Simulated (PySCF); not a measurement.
This PySCF input asks for the NMR shieldings of `B(C(C=C)(C)C)PBF`, C₅H₁₂B₂FP; the geometry comes from GFN2-xTB.

```python
import basis_set_exchange as bse
import numpy as np
from pyscf import gto, dft
from pyscf.prop import nmr

atoms = """
C    -2.506113    0.623702    1.102006
C    -1.490013   -0.194684    0.884939
C    -0.551693   -0.182804   -0.300118
C    -1.156364    0.543386   -1.507134
C    -0.255508   -1.633239   -0.704189
B     0.668835    0.619019    0.347620
P     2.046281   -0.161267    1.260126
B     3.641362    0.709467    0.977212
F     3.658404    2.032961    0.991532
H    -2.782336    1.405860    0.417016
H    -3.115241    0.536632    1.986412
H    -1.257358   -0.956074    1.620061
H    -1.309068    1.597933   -1.298084
H    -2.111720    0.098232   -1.780789
H    -0.483168    0.465127   -2.358327
H     0.096500   -2.212142    0.147458
H    -1.156405   -2.109355   -1.089248
H     0.506683   -1.663758   -1.481224
H     0.621039    1.790083    0.380584
H     2.252263   -1.459087    0.859835
H     4.674699    0.166952    0.853244
"""
names = dict.fromkeys(["C", "B", "P", "F", "H"], "pcSseg-1")
basis = {el: gto.basis.parse(bse.get_basis(n, elements=[el], fmt="nwchem")) for el, n in names.items()}
mol = gto.M(atom=atoms, basis=basis, charge=0, verbose=0)
mf = dft.RKS(mol, xc="PBE0")
mf.grids.level = 2
mf.grids.alignment = dft.numint.BLKSIZE   # the property module wants whole blocks of grid points
mf.conv_tol = 1e-9
mf.kernel()

calc = nmr.RKS(mf)   # GIAO
C = mf.mo_coeff
Co = C[:, mf.mo_occ > 0]
resp = mf.gen_response(singlet=True, hermi=2)
def vind(x):   # induced exchange potential for any number of trial vectors
    d = np.einsum("pi,xij,qj->xpq", C, 2 * x.reshape(-1, C.shape[1], Co.shape[1]), Co, optimize=True)
    return np.einsum("xpq,pi,qj->xij", resp(d - d.transpose(0, 2, 1)), C, Co, optimize=True).ravel()
mo1, _ = nmr.rhf.solve_mo1(calc, with_cphf=vind)
sigma = calc.kernel(mo1)
for i, s in enumerate(sigma):   # ppm
    w = np.linalg.eigvalsh((s + s.T) / 2)
    print("%2d %-2s iso %8.1f  s11 %8.1f  s22 %8.1f  s33 %8.1f" % (i, mol.atom_pure_symbol(i), w.mean(), *w))
```

Task: What does it print?

Result: 
```
 0 C  iso     60.7  s11    -53.0  s22     65.1  s33    170.1
 1 C  iso     38.5  s11    -75.2  s22     51.5  s33    139.1
 2 C  iso    143.8  s11    112.2  s22    148.1  s33    171.2
 3 C  iso    160.8  s11    138.9  s22    160.6  s33    182.9
 4 C  iso    157.7  s11    140.6  s22    151.7  s33    180.8
 5 B  iso     29.0  s11    -43.3  s22     11.6  s33    118.8
 6 P  iso    414.0  s11    237.6  s22    477.1  s33    527.3
 7 B  iso     43.7  s11    -20.6  s22     61.9  s33     89.8
 8 F  iso    187.2  s11    -10.5  s22     44.6  s33    527.6
 9 H  iso     26.2  s11     22.3  s22     24.8  s33     31.7
10 H  iso     26.1  s11     23.2  s22     25.0  s33     30.1
11 H  iso     26.1  s11     23.7  s22     24.6  s33     30.1
12 H  iso     30.0  s11     26.4  s22     27.4  s33     36.3
13 H  iso     30.8  s11     27.1  s22     28.4  s33     36.8
14 H  iso     30.4  s11     26.5  s22     28.7  s33     36.2
15 H  iso     30.3  s11     26.1  s22     29.5  s33     35.3
16 H  iso     30.6  s11     26.5  s22     29.0  s33     36.3
17 H  iso     30.5  s11     27.3  s22     28.1  s33     36.2
18 H  iso     24.5  s11     18.8  s22     25.6  s33     29.0
19 H  iso     27.8  s11     23.1  s22     28.4  s33     32.0
20 H  iso     25.6  s11     23.3  s22     24.0  s33     29.4
```

These numbers come from an equivalent density-fitted implementation of the same equations, which agrees with the script to about 0.01 ppm for H and up to a few tenths of a ppm for heavy atoms, so last digits may differ.

Size and cost of the density-fitted run: 220 basis functions, 100 s wall time on 1 thread of an Arm Neoverse N1, shared host; peak memory 1.1 GiB.
